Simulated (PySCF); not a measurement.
How methods differ on the ionisation energy of Rb

Rb [Kr] 5s1 (2S) → Rb⁺ [Kr] (1S), as a difference of total energies. Computed with PySCF 2.14 in aug-cc-pVDZ-X2C (7s6p4d, 45 functions), with the spin-free X2C one-electron Hamiltonian (Gaussian nucleus). The calculations carry no spin-orbit coupling.

| method | ionisation energy (eV) | error (eV) |
| --- | --- | --- |
| UHF | 3.803 | -0.374 |
| LDA | 4.365 | +0.188 |
| PBE | 4.264 | +0.087 |
| PBE0 | 4.193 | +0.016 |
| r2SCAN | 4.074 | -0.103 |
| HSE06 | 4.206 | +0.029 |
| M06-2X | 4.096 | -0.081 |
| PBEsol | 4.202 | +0.025 |
| BLYP | 4.241 | +0.064 |

Reference: 4.177 eV (measured; NIST Atomic Spectra Database, ionization energies).
